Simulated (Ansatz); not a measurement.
Consider the redistribution: `F[SiH](Cl)[NH][GeH3]` + `C[NH][GeH2][Cl]` → `F[SiH](Cl)[NH][GeH2][Cl]` + `C[NH][GeH3]`.

Computed with Ansatz on PBE0-D4/def2-TZVP structures; ΔE is electronic, products minus reactants. CBS: MP2 limit from def2 TZ/QZ plus the TZ coupled-cluster correction, frozen cores. Functionals use def2-TZVPP. For Ge outer-core shells are correlated without core-valence functions, which leaves a few kJ/mol of doubt a bond. Scalar relativity is left out up to krypton. One conformer a species, not always the lowest.

`F[SiH](Cl)[NH][GeH3]`:

Cartesian coordinates in Å:
```
F 0.444 1.131 -2.254
Si 1.068 0.339 -1.020
Cl 2.912 1.165 -0.718
N 0.156 0.469 0.392
Ge -1.248 -0.613 0.919
H 1.181 -1.067 -1.439
H 0.312 1.282 0.970
H -1.266 -1.787 -0.066
H -2.569 0.173 0.859
H -0.991 -1.092 2.356
```

`C[NH][GeH2][Cl]`:

Z-matrix (Å, degrees):
```
C
N 1 1.452
H 1 1.097 2 114.0
H 1 1.093 2 110.1 3 121.9
H 1 1.093 2 109.5 3 -120.6
Ge 2 1.813 1 119.8 3 73.1
H 2 1.010 1 112.3 3 -64.1
Cl 6 2.179 2 112.1 1 -61.6
H 6 1.530 2 109.0 1 -179.1
H 6 1.531 2 108.6 1 54.2
```

`F[SiH](Cl)[NH][GeH2][Cl]`:

Z-matrix (Å, degrees):
```
Si
Cl 1 2.038
N 1 1.695 2 108.8
F 1 1.591 2 106.1 3 120.9
H 1 1.472 2 111.2 3 -123.5
Ge 3 1.831 1 129.6 2 22.3
H 3 1.010 1 116.1 2 -152.3
Cl 6 2.155 3 109.4 1 -89.7
H 6 1.531 3 108.1 1 154.8
H 6 1.526 3 109.6 1 28.0
```

`C[NH][GeH3]`:

Cartesian coordinates in Å:
```
C 0.888 1.002 -0.420
N 0.557 -0.057 0.514
Ge -0.960 -1.046 0.196
H 1.884 1.400 -0.204
H 0.183 1.847 -0.428
H 0.922 0.596 -1.435
H 0.624 0.257 1.472
H -1.106 -2.039 1.359
H -0.749 -1.775 -1.141
H -2.242 -0.184 0.086
```

Q: Is it downhill or uphill in electronic energy at CCSD(T)/CBS, and by how much? (Best estimate.)

A: Ansatz gave: Uphill: ΔE = +10.9 kJ/mol.

Q: What do these levels give: PBE0-D4, PBE0, HF/def2-TZVPP, SCS-MP2/def2-TZVPP, CCSD(T)/def2-TZVPP, MP2/def2-QZVPP? (Estimate.)

A: The calculation gave: PBE0-D4 10.9, PBE0 13.0, HF/def2-TZVPP 13.5, SCS-MP2/def2-TZVPP 11.3, CCSD(T)/def2-TZVPP 11.0, MP2/def2-QZVPP 10.8 kJ/mol.

Largest T1 diagnostic among the species: 0.011.

The D4 term adds −3.9 kJ/mol with B3LYP and −2.2 kJ/mol with PBE0; it sums over pairs of atoms, weighted by their polarisabilities, and B3LYP, whose exchange is more repulsive, gets the larger term.

B3LYP here is the variant with VWN-RPA as its local correlation; programs differ in this.
